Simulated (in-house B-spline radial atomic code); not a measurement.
How numerical settings move a run on Ca³⁺, [Ne] 3s2 3p5. Computed with a B-spline radial code for spherical atoms: non-relativistic M06-2X, spin-polarised, spherical fractional occupations, point nucleus.

Command:
```bash
python run_scf.py task.json out
```
Settings of the sound reference run:
```
Z                20
electrons        17
configuration    [Ne] 3s2 3p5
hamiltonian      nr
method           m062x
spin_polarised   True
knot_spacing     0.22
spline_order     8
gauss_points     12
box_radius       16.22
max_iterations   70
damping          0.5
damped_steps     3
diis_vectors     10
tolerance        1e-08
start            Thomas-Fermi
```

Run time, properties included: 0.35 s on 1 thread of Arm Neoverse N1, with other jobs on the host.

It converges in 8 iterations to -674.937554 hartree, with 3p down at -60.4217 eV. The other runs change the listed settings, some to values that make no sense; their results aren't properties of the atom or ion. Radii are in bohr (the nuclear one in fm), a minus after a letter asks for a j subshell, and «unchanged» means within 1e-8 hartree. The run stops when the residual is below 10 × tolerance × max(1, Z/10), or a noise floor if that is larger, and the energy moves by less than 1e-8 × √|E| hartree; so very loose and very tight tolerances often act alike.

```tsv
changed settings	outcome
box_radius = 3.24	converged in 9 iterations, energy +4.05e-02 hartree from the reference, 3p down level +7.7e-01 eV (the program warns: 3p down reaches the box edge; 3s up reaches the box edge)
box_radius = 1.62	converged in 8 iterations, energy +7.13e+00 hartree from the reference, 3p down level +4.9e+01 eV (the program warns: 3p down reaches the box edge; 2s up reaches the box edge)
box_radius = 32.44	converged in 8 iterations, energy +2.99e-06 hartree from the reference, 3p down level +2.1e-04 eV
box_radius = 2.43	converged in 9 iterations, energy +5.63e-01 hartree from the reference, 3p down level +6.5e+00 eV (the program warns: 3p down reaches the box edge; 3s up reaches the box edge)
knot_spacing = 0.4, max_iterations = 100, damping = 0.8, start = bare nucleus	converged in 9 iterations, energy +2.95e-03 hartree from the reference, 3p down level -6.1e-04 eV
knot_spacing = 0.55	converged in 10 iterations, energy +1.24e-02 hartree from the reference, 3p down level -6.7e-04 eV
diis_vectors = 0	converged in 20 iterations, energy unchanged, 3p down level +3.4e-06 eV
box_radius = 8.11	converged in 8 iterations, energy -3.79e-05 hartree from the reference, 3p down level -2.4e-03 eV
hamiltonian = dirac, method = hf, nucleus = fermi, rms_radius = 3.4776, mass_number = 40, atomic_mass = 39.96259, speed_of_light = 137.036	stopped with error: spin polarisation is not served with the Dirac Hamiltonian
box_radius = 4.87	converged in 8 iterations, energy -2.36e-04 hartree from the reference, 3p down level -9.0e-03 eV (the program warns: 3p down reaches the box edge; 3s up reaches the box edge)
knot_spacing = 0.75	converged in 9 iterations, energy +2.67e-01 hartree from the reference, 3p down level -2.0e-02 eV
diis_vectors = 20	converged in 8 iterations, energy unchanged
knot_spacing = 0.3	converged in 8 iterations, energy +1.60e-03 hartree from the reference, 3p down level -5.7e-04 eV
first_knot = 0.15, max_iterations = 100, damping = 0.95	converged in 9 iterations, energy +1.58e-03 hartree from the reference, 3p down level -1.5e-02 eV
knot_spacing = 1	converged in 11 iterations, energy +1.43e+00 hartree from the reference, 3p down level -2.2e-01 eV (the program warns: 2s up reaches the box edge; 2s down reaches the box edge)
box_radius = 0.97	converged in 8 iterations, energy +6.61e+01 hartree from the reference, 3p down level +3.2e+02 eV (the program warns: 3p down has a positive eigenvalue: unbound, held by the box; 3s up has a positive eigenvalue: unbound, held by the box)
box_radius = 64.88	converged in 8 iterations, energy +3.00e-06 hartree from the reference, 3p down level +2.1e-04 eV
```

Q: What happens with knot_spacing = 1.4?

A: Converged in 8 iterations, energy +1.67e+01 hartree from the reference, 3p down level -1.1e+00 eV (the program warns: 3p down reaches the box edge; 1s up reaches the box edge).

Q: What happens with knot_spacing = 0.1?

A: Converged in 10 iterations, energy -1.97e-03 hartree from the reference, 3p down level -3.5e-03 eV.

Q: What happens with spline_order = 10, max_iterations = 100, damped_steps = 30, diis_vectors = 0?

A: Converged in 21 iterations, energy -1.85e-04 hartree from the reference, 3p down level +3.4e-03 eV.

Q: What happens with diis_vectors = 1?

A: Converged in 10 iterations, energy unchanged, 3p down level +3.5e-06 eV.
